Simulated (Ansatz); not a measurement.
Consider the ligand exchange at the Si–N bond: `C[SiH2][NH][ZnH]` + `C[SiH](S)Cl` → `C[SiH2]S[SiH](C)Cl` + `[NH2][ZnH]`.

Program: Ansatz. Geometries: PBE0-D4/def2-TZVP. ΔE: electronic, gas phase. CCSD(T)/CBS adds triple-zeta CCSD(T) − MP2 to the extrapolated MP2 energy (def2 sets, frozen cores). DFT in def2-TZVPP. For Zn outer-core shells are correlated without core-valence functions, which leaves a few kJ/mol of doubt a bond. Scalar relativity is left out up to krypton. One conformer a species, not always the lowest.

```json
{"level": "PBE-D4", "ΔE (kJ/mol)": "-14.2"}
{"level": "ωB97X-V", "ΔE (kJ/mol)": "-4.1"}
{"level": "r2SCAN", "ΔE (kJ/mol)": "-4.0"}
{"level": "SCS-MP2/def2-TZVPP", "ΔE (kJ/mol)": "1.2"}
```

(1) What does CCSD(T)/CBS give? (Estimate.)

Largest T1 diagnostic among the species: 0.016.

Results:

(1) Ansatz gave: -4.7 kJ/mol. The listed levels differ from it by -9.5, 0.6, 0.7, 5.9 kJ/mol.

In def2-TZVPP, CCSD(T) changes the Hartree–Fock value by −13.2 kJ/mol (the triples alone add −3.0 kJ/mol) and MP2 by −18.7 kJ/mol. The D4 term adds −8.8 kJ/mol with B3LYP and −5.3 kJ/mol with PBE0; it sums over pairs of atoms, weighted by their polarisabilities, and B3LYP, whose exchange is more repulsive, gets the larger term.

B3LYP here is the variant with VWN-RPA as its local correlation; programs differ in this.
